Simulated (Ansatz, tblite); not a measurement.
Cost and result up the ladder for SiSn2⁻ (the lowest doublet isomer of a short search) (3 atoms). Charge -1, multiplicity 2. Geometry: r2SCAN-D4/def2-TZVPD.

```csv
atom,x (Å),y (Å),z (Å)
Si1,0.2167,1.3216,0.1554
Sn2,0.3222,-0.8948,1.3229
Sn3,-0.5390,-0.4268,-1.4783
```

Ansatz on 4 threads of Intel Xeon 6975P-C on a shared host; xTB runs through tblite on one thread. Times are rough, summed over both states, and most runs start from the orbitals of an earlier one. RPA@PBE/def2-TZVPD serves as the yardstick here, not as an exact answer. The other state is a quartet at its own geometry.

In the def2 sets Sn takes a core potential; there is no spin–orbit coupling. The xTB rows come from tblite. B3LYP takes the VWN-RPA correlation. Correlated methods freeze 13 core orbitals; core or outer-core shells of Sn are correlated, in sets that lack core-valence functions. In CCSD on the charge -1 quartet the largest single amplitude is 0.26, so its Hartree–Fock determinant may place the open shell otherwise than the density functionals do. The structure comes from a short search, and lower isomers may exist.

Run but left out: HF/def2-TZVPD, HF/def2-TZVPPD, B2PLYP/def2-TZVPD, MP2/def2-TZVPD, MP2/def2-TZVPPD (quartet: ⟨S²⟩ 3.94 to 4.32, where a pure state has 3.75).

Correlated methods converge slowly with the basis.

xTB has no spin-polarisation term.

```
               level  functions  wall time  quartet − doublet (eV)  difference from RPA@PBE/def2-TZVPD (eV)                                                                                                       remarks
            GFN2-xTB         27    0.007 s                    1.86                                     0.59                                                                                                             –
   PBE-D4/def2-TZVPD        155      2.6 s                    1.26                                    -0.01                                                          HOMO above zero (doublet), HOMO above zero (quartet)
  BLYP-D4/def2-TZVPD        155        3 s                    1.29                                     0.02                                                          HOMO above zero (doublet), HOMO above zero (quartet)
  RPA@PBE/def2-TZVPD        155      5.2 s                    1.27                                     0.00                                                                                                             –
  PBE0-D4/def2-TZVPD        155      6.4 s                    1.25                                    -0.02                                                                                     HOMO above zero (quartet)
 B3LYP-D4/def2-TZVPD        155      6.6 s                    1.30                                     0.03                                                                                     HOMO above zero (quartet)
r2SCAN-D4/def2-TZVPD        155      8.8 s                    1.19                                    -0.08                                                                                     HOMO above zero (quartet)
  ωB97X-V/def2-TZVPD        155       23 s                    1.42                                     0.15                                                                       spin-contaminated (⟨S²⟩ 3.89) (quartet)
 CCSD(T)/def2-TZVPPD        160       56 s                    1.34                                     0.07  large T1 (0.052) (quartet), spin-contaminated (⟨S²⟩ 0.86) (doublet), spin-contaminated (⟨S²⟩ 4.32) (quartet)
```
